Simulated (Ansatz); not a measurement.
The same path of Cl2H2Sn + H2O (8 atoms, charge 0, multiplicity 1) was run 3 times with different band settings. Lost on the way: Sn1–H2, O6–H8. Made: Sn1–O6, H2–H8.

Method: RKS PBE0-D4/def2-SVP in Ansatz.

Relaxed end points:

```xyz
8
Properties=species:S:1:pos:R:3
Sn -0.102 0.205 0.135
H 0.009 0.709 1.752
Cl 1.991 -0.157 -0.928
H -0.793 1.359 -0.929
Cl -1.564 -1.633 -0.222
O 1.000 -1.843 1.410
H 1.776 -1.957 0.843
H 0.381 -2.531 1.126
```

```xyz
8
Properties=species:S:1:pos:R:3
Sn -0.132 -0.473 -0.789
H 1.248 -0.247 3.707
Cl 1.901 -0.027 -1.848
H -1.023 0.933 -0.466
Cl -1.285 -1.950 -2.184
O 0.237 -1.387 0.911
H 0.773 -2.184 0.810
H 0.977 -0.515 3.046
```

Common settings: movable images 5; climbing image yes; optimiser quadratic models (default); start path through a guess of the saddle point; iteration limit 60; end points relaxed.

| run | spring | force threshold |
| --- | --- | --- |
| 1 | 5.0 eV/Å² | 0.05 eV/Å |
| 2 | 5.0 eV/Å² | 0.5 eV/Å |
| 3 | 0.5 eV/Å² | 0.05 eV/Å |

Question: What does each run give, and how far can it be trusted?

Answer: Run 1: converged after 37 iterations, highest image 1.696 eV above the first end. Neighbouring images differ by up to 1.3 eV, so the band resolves the path poorly. A vibrational analysis at the climbing image gives one clearly imaginary mode, 1365i cm⁻¹: a first-order saddle point.
Run 2: converged after 15 iterations, highest image 1.755 eV above the first end. The threshold of 0.5 eV/Å is loose, so the images may lie well off the minimum-energy path. Neighbouring images differ by up to 1.5 eV, so the band resolves the path poorly. The order of the stationary point at the top wasn't checked.
Run 3: converged after 43 iterations, highest image 1.672 eV above the first end. Neighbouring images differ by up to 1.2 eV, so the band resolves the path poorly. The order of the stationary point at the top wasn't checked.
The orbitals stay closed-shell, which can raise the energy where a bond breaks towards radicals; this wasn't checked here.
